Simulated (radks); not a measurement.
Q: The mean radii <r> (bohr) of the occupied orbitals of an atom or ion are listed with their occupations. Calculated with a radial shooting solver on a logarithmic mesh with Libxc functionals: scalar-relativistic Kohn-Sham, LDA (Slater exchange, Perdew-Wang correlation), spin-polarised, spherical densities, finite nucleus; Fermi nuclear charge, rms radius of each element as measured or else 0.836 A^(1/3) + 0.57 fm.

orbital  occ.     <r>
1s up       1  0.2010
1s down     1  0.2001
2s up       1   1.079
2s down     1   1.122
2p up       3   1.083

Name the element and its charge. Open shells, if any, are filled with parallel spins first.

A: Z = 8, oxygen, charge +1: O+ in [He] 2s2 2p3. The 1s radius gives Z: for a bare nucleus <r> = (2 gamma + 1)/(2Z) with gamma = sqrt(1 - (Z/c)^2), 0.1873 bohr for Z = 8, and screening makes it slightly larger (0.2010 here). The occupations add up to 7, and the charge is Z minus that.
